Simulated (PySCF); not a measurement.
Work out the structure from these simulated measurements.

Formula: C7H12O2Si.

| Item | Value |
| --- | --- |
| 13C NMR | chemical shifts (computed TMS as zero) by class: 164.4 (1 C), 134.2 (1 C), 119.2 (1 C), 90.0 (1 C), 1.1 (3 C) ppm [GIAO PBE0/pcSseg-1] |
| 1H NMR | chemical shifts (computed TMS as zero) by class: 6.84 (1 H), 6.56 (1 H), 5.52 (1 H), 0.29 (9 H) ppm [GIAO PBE0/pcSseg-1] |
| Dipole | 1.02 D [PBE0/pcSseg-1] |
| NMR, other nuclei | isotropic shieldings of nuclei other than C and H, by class: 51 (1 O), 213 (1 O), 329 (1 Si) ppm [GIAO PBE0/pcSseg-1] |
| Rotational structure | rotational constants A, B, C: 2.287, 0.710, 0.658 GHz [GFN2-xTB] |

Electronic properties: PySCF, gas phase, density fitting. Levels stand in brackets. The structure is a single GFN2-xTB conformer in the gas phase; no vibrational or solvent corrections. Each NMR value is the plain mean over a class of atoms that symmetry, rotation or inversion makes alike.

Question: Propose a structure and show how it fits.

Answer: Numbering: `[CH3:1][Si:2]([CH3:3])([CH3:4])[O:5][c:6]1[cH:7][cH:8][cH:9][o:10]1`. Its formula, C7H12O2Si, gives 3 degrees of unsaturation: 1 ring and 2 π bonds in the structure found (Kekulé form). 7 carbons fall into 5 classes; from least to most shielded: aromatic carbon bearing oxygen [C6] (164.4 ppm), aromatic CH next to a ring oxygen [C9] (134.2 ppm), aromatic CH carbon [C8] (119.2 ppm), aromatic CH carbon [C7] (90.0 ppm), Si-methyl carbon [C1/C3/C4] (1.1 ppm, 3 C). Hydrogen classes from least to most shielded: 1 H on an aromatic CH next to a ring oxygen, C9 (6.84 ppm), 1 H on an aromatic CH carbon, C8 (6.56 ppm), 1 H on an aromatic CH carbon, C7 (5.52 ppm), 9 H on 3 Si-methyl carbons, C1/C3/C4 (0.29 ppm, a mean of values up to 1.0 ppm apart in this geometry). The other shieldings belong to: 51 ppm, furan-type oxygen [O10]; 213 ppm, silyl ether oxygen [O5]; 329 ppm, oxygen-bound silicon [Si2]. The optimised geometry has point group Cs and is an asymmetric top. Structure: `C[Si](C)(C)Oc1ccco1` (2-(trimethylsilyloxy)furan). Computed isomers that give other values at the same levels: `C[Si](C)(C)Oc1ccoc1` (13C chemical shifts (computed TMS as zero) by class: 151.7 (1 C), 145.2 (1 C), 133.7 (1 C), 109.8 (1 C), 0.9 (3 C) ppm); `CCC1=C(OC)[SiH2]C=CO1` (13C chemical shifts (computed TMS as zero) by class: 163.8 (1 C), 161.0 (1 C), 140.5 (1 C), 93.1 (1 C), 58.9 (1 C), 29.6 (1 C), 14.9 (1 C) ppm); `CCC[C@H]1CC(=O)[SiH2]C1=O` (13C chemical shifts (computed TMS as zero) by class: 252.4 (1 C), 248.6 (1 C), 59.9 (1 C), 57.7 (1 C), 37.2 (1 C), 22.7 (1 C), 13.9 (1 C) ppm). The assignments are read from this structure; whether some other isomer fits the data as well wasn't checked.

Shape of the structure used: `[CH3:1][Si:2]([CH3:3])([CH3:4])[O:5][c:6]1[cH:7][cH:8][cH:9][o:10]1`: C1–Si2–O5–C6 61°, Si2–O5–C6–C7 180°.
